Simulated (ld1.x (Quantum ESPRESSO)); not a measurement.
Configuration tests for oxygen (O) (ultrasoft)

O (Z = 8), ultrasoft, made with ld1.x (Quantum ESPRESSO) 7.5 (PBE, non-relativistic). Core [He], reference 2s2 2p4. Waves: 2s (bound): rcut 0.85, rcutus 0.95 bohr; 2s channel at 0.5 Ry: rcut 0.85, rcutus 0.95 bohr; 2p (bound): rcut 0.85, rcutus 1.10 bohr; 2p channel at 4.55 Ry: rcut 0.85, rcutus 1.10 bohr. Local part: all-electron potential smoothed inside 1.10 bohr (lloc = -1). Core correction: none. Augmentation charge: built from norm-conserving waves at rcut, not smoothed further.

Energies are relative to the spin-unpolarised reference configuration 2s2 2p4; without spin polarisation the order of configurations can differ from experiment.

| valence configuration | charge | ΔE all-electron (eV) | error AE − PS (meV) |
| --- | --- | --- | --- |
| 2s2 2p3 | +1 | 16.439 | +2.2 |
| 2s2 2p2 | +2 | 50.033 | +25 |
| 2s2 2p0 | +4 | 180.807 | +569 |
| 2s2 2p4.3 | -0.3 | -2.125 | 0.0 |
| 2s1 2p4 | +1 | 31.609 | +2.4 |

Question: What are ΔE and the potential's error for 2s2 2p1?

Answer: ΔE = 103.905 eV all-electron; the error (AE − PS) is +135 meV.

Question: What are ΔE and the potential's error for 2s1 2p5?

Answer: ΔE = 14.896 eV all-electron; the error (AE − PS) is +8.3 meV.
